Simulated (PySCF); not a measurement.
An unknown gives this computed stick spectrum. Theory: TDDFT PBE0/def2-SVPD, vertical, gas phase, core orbitals frozen in the response (PySCF 2.14.0, density-fitted response routines). Geometries: GFN2-xTB, one conformer each.

```json
{"state": "S1", "E (eV)": "5.91", "λ (nm)": "209.8", "f": "0.083"}
{"state": "S2", "E (eV)": "5.93", "λ (nm)": "209.1", "f": "0.016"}
{"state": "S3", "E (eV)": "5.97", "λ (nm)": "207.6", "f": "0.017"}
{"state": "S4", "E (eV)": "6.14", "λ (nm)": "201.8", "f": "0.112"}
{"state": "S5", "E (eV)": "6.20", "λ (nm)": "199.9", "f": "0.083"}
{"state": "S6", "E (eV)": "6.43", "λ (nm)": "192.7", "f": "0.044"}
{"state": "S7", "E (eV)": "6.51", "λ (nm)": "190.3", "f": "0.190"}
{"state": "S8", "E (eV)": "6.69", "λ (nm)": "185.4", "f": "0.078"}
```

Orbital energies (eV): HOMO-3 -8.99, HOMO-2 -8.16, HOMO-1 -7.51, HOMO -7.14, LUMO -0.40, LUMO+1 -0.14, LUMO+2 -0.02.

Question: Which candidate is it?
A. `Cl[Si@@H](SC(C)=S)C#C`
B. `C=CC[Si](P)(P)Cl`
C. `S([SiH2]Cl)C(=S)C`

Answer: B. Its S1, at 5.91 eV, is the highest among the candidates; the nearest of the others has S1 at 2.83 eV. S1 is HOMO→LUMO (45%), HOMO→LUMO+2 (25%), HOMO-1→LUMO (13%). Löwdin shares by element: HOMO carbon 54%, phosphorus 18% or more (atoms not listed hold the other 28%); LUMO carbon 41% or more, phosphorus 18% or more, silicon 9% (atoms not listed hold the other 31%). At the same level the other candidates give, for their lowest levels:
- `CC(=S)S[SiH2]Cl`: 2.75 eV (f 0.000); 4.47 eV (f 0.110); 5.09 eV (f 0.008); 5.31 eV (f 0.001); 5.64 eV (f 0.003); T1 2.34 eV; HOMO -6.68, LUMO -2.26 eV
- `C#C[Si@@H](Cl)SC(C)=S`: 2.83 eV (f 0.000); 4.46 eV (f 0.054); 4.65 eV (f 0.070); 5.11 eV (f 0.027); 5.15 eV (f 0.009); T1 2.42 eV; HOMO -6.72, LUMO -2.23 eV

The values belong to the conformer `[CH2:1]=[CH:2][CH2:3][Si:4]([PH2:5])([PH2:6])[Cl:7]`: C1–C2–C3–Si4 -94°, C2–C3–Si4–P5 171°, H–P5–Si4–C3 -68°, H–P5–Si4–C3 25°, H–P6–Si4–C3 -92°, H–P6–Si4–C3 175°.
Triplets come from the Tamm–Dancoff approximation.
